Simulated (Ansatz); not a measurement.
C4H9AlO2, singlet, geometry from GFN2-xTB (such geometries of metal compounds can be far from the true shape), with bond 4-2 at 1.8 times its length; SC-NEVPT2/STO-3G, CASSCF(6,5) in Ansatz (a program for electronic structure).

Input for Ansatz:
Ansatz 0.2 input:
```yaml
crystal:
  periodic: [false, false, false]
  atoms:
    - {symbol: Al, position_ang: [0.09584662, -0.03032308, 0.09560795]}
    - {symbol: C, position_ang: [0.64880045, 1.84707122, 0.40928757]}
    - {symbol: C, position_ang: [0.10456248, 2.86954139, -0.23393326]}
    - {symbol: H, position_ang: [2.05402938, 2.19825194, 1.72198561]}
    - {symbol: H, position_ang: [0.40365320, 3.89654335, -0.06538029]}
    - {symbol: H, position_ang: [-0.67401606, 2.72250241, -0.96677528]}
    - {symbol: O, position_ang: [0.88495002, -1.17242718, 0.98894685]}
    - {symbol: C, position_ang: [1.54586508, -2.14597985, 1.73860525]}
    - {symbol: H, position_ang: [1.35901756, -1.98650161, 2.80408468]}
    - {symbol: H, position_ang: [1.19441108, -3.14417275, 1.46464856]}
    - {symbol: H, position_ang: [2.62260700, -2.08899065, 1.55678100]}
    - {symbol: O, position_ang: [-1.09295236, -0.30449259, -1.01722402]}
    - {symbol: C, position_ang: [-2.09968343, -0.50025736, -1.96287840]}
    - {symbol: H, position_ang: [-2.33660418, -1.56376331, -2.05301339]}
    - {symbol: H, position_ang: [-3.00359113, 0.03765851, -1.66378595]}
    - {symbol: H, position_ang: [-1.77421520, -0.12814175, -2.93829662]}
basis:
  gaussian:
    orbitals: STO-3G
magnetization: {spin_polarized: false}
correlation: {method: sc_nevpt2, electrons: all, active_space: {window: {electrons: 6, orbitals: 5}}}
```

Q: What does Ansatz print? Leave out banner, timings and long lists.

A: 
```
Functional definition: HF
644 factors; integrals over basis functions are off by at most 3.6e-5 eV
mean field evaluation 1: about -14726.8452 eV, gradient 3.4e1 eV
mean field evaluation 2: about -14727.0908 eV, gradient 3.3e1 eV
mean field evaluation 4: about -14731.0964 eV, gradient 3.4e0 eV
mean field evaluation 8: about -14731.1387 eV, gradient 2.5e-4 eV
mean field -14731.13870360 eV, -541.3593622328 hartree, gradient 1.3e-6 eV, S^2 0.000000; 0 other end points of the search recorded, 0 dependent functions left out; unrestricted orbitals would lower it
reference -14731.13870360 eV, -541.3593622328 hartree; 31, 31 occupied and 17, 17 virtual orbitals, 644 factors
state -14734.67016525 eV, -541.4891410548 hartree
state -14734.67016525 eV, -541.4891410548 hartree; corrected -14741.99290174 eV, -541.7582466571 hartree
Total energy: -14741.99290174 eV, -541.7582466571 hartree
```
